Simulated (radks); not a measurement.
Q: Species: neutral arsenic. Configuration: [Ar] 3d10 4s2 4p2 6s1 (not the ground configuration). Calculated with a radial shooting solver on a logarithmic mesh with Libxc functionals: scalar-relativistic Kohn-Sham, BLYP, spin-polarised, spherical densities, point nucleus; open shells are filled with parallel spins first. Some entries of the table are withheld. Estimate them.

orbital  occ.  eigenvalue (hartree)  <1/r> (bohr^-1)
1s up       1             -431.0550            33.47
1s down     1             -431.0515            33.47
2s up       1             -54.90527            7.368
2s down     1             -54.90359            7.368
2p up       3             -48.18669            7.222
2p down     3             -48.18357            7.222
3s up       1              -7.24099            2.385
3s down     1              -7.23645            2.385
3p up       3                   (1)            2.232
3p down     3                   (2)            2.233
3d up       5              -1.75026            1.906
3d down     5              -1.74250            1.911
4s up       1              -0.78409           0.7015
4s down     1              -0.72779           0.7049
4p up       2              -0.41553           0.5638
6s up       1              -0.03699           0.1010

A: 
(1) 3p up eigenvalue (hartree): -5.16420
(2) 3p down eigenvalue (hartree): -5.15905
